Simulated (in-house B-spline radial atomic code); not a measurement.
Te2+ is squeezed into an impenetrable sphere of radius R (the orbitals vanish at R). No spin polarisation. Caution: exact exchange at fractional occupations of open shells leaves self-interaction of up to several eV. Level of theory: non-relativistic B3LYP, spherical fractional occupations, point nucleus; calculated with a radial B-spline atomic code at the basis-set limit.

Energies in eV above the free ion in [Kr] 4d10 5s2 5p2:

```
R (bohr)  highest level (eV)  [Kr] 4d10 5s2 5p2  [Ar] 3d10 4s2 4p5 4d10 5s2 5p2 5f1  [Kr] 4d9 5s2 5p2 5f1  -dE/dV in [Kr] 4d10 5s2 5p2 (GPa)
    9.06               -22.1          0.0001964                               140.5                 69.65                           0.000448
       7               -22.1            0.01564                               143.5                 72.73                             0.0567
    4.65               -20.8              1.626                               156.1                 85.42                               12.2
     4.3               -19.9              3.142                               161.1                 90.47                               27.4
    3.71               -16.7              9.449                               175.9                 105.5                                110
    3.06               -7.64              32.19                               215.5                 145.3                                570
    2.73                2.37               61.6                               259.3                 189.3                               1440
    2.06                58.5              265.8                               521.8                 451.5                              13000
    1.96                76.2              339.4                               610.6                 539.9                              19100
    1.32                 397               2102                                2576                  2495                             336000
```

Question: Does [Ar] 3d10 4s2 4p5 4d10 5s2 5p2 5f1 fall below [Kr] 4d10 5s2 5p2 under compression?

Answer: No, it stays above over the whole range.

Question: Does [Kr] 4d9 5s2 5p2 5f1 fall below [Kr] 4d10 5s2 5p2 under compression?

Answer: No, it stays above over the whole range.

The highest level is first positive in the row R = 2.73 bohr, pushed up by confinement above the zero of the free ion's potential. Each configuration is held fixed and needn't be the lowest in the sphere.
